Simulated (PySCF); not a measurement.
An unknown gives this computed stick spectrum. Level of theory: TDDFT CAM-B3LYP/def2-SVPD, vertical, gas phase, core orbitals frozen in the response (PySCF 2.14.0, density-fitted response routines). Geometries: GFN2-xTB, one conformer each.

```tsv
state	E (eV)	λ (nm)	f
S1	5.50	225.4	0.114
S2	5.87	211.3	0.0091
S3	5.96	208.1	0.0019
S4	5.98	207.3	0.0012
S5	6.32	196.2	0.0063
S6	6.45	192.3	0.0001
S7	6.52	190.1	0.177
S8	7.04	176.1	0.016
```

Triplets computed (Tamm–Dancoff): 3.66, 4.98, 5.19 eV.

Question: Which structure fits?
A. `N=C1CC(C(=O)O)C1`
B. `C=C(C)P(=C)(C)C`
C. `Cc1n[nH]c(C)p1`

Answer: C. Its S1, at 5.50 eV, is the highest among the candidates; the nearest of the others has S1 at 5.19 eV. S1 is HOMO→LUMO (92%). Löwdin shares by element: HOMO phosphorus 41%, carbon 34% or more, nitrogen 10% or more (atoms not listed hold the other 15%); LUMO carbon 35% or more, phosphorus 33%, nitrogen 14% or more (atoms not listed hold the other 17%). At the same level the other candidates give, for their lowest levels:
- `C=C(C)P(=C)(C)C`: 4.32 eV (f 0.108); 4.95 eV (f 0.033); 5.49 eV (f 0.001); 5.97 eV (f 0.027); 5.98 eV (f 0.067); T1 3.56 eV; HOMO -6.37, LUMO 0.69 eV
- `N=C1CC(C(=O)O)C1`: 5.19 eV (f 0.002); 5.90 eV (f 0.001); 7.02 eV (f 0.031); 7.35 eV (f 0.018); 7.58 eV (f 0.059); T1 4.49 eV; HOMO -8.81, LUMO 0.76 eV
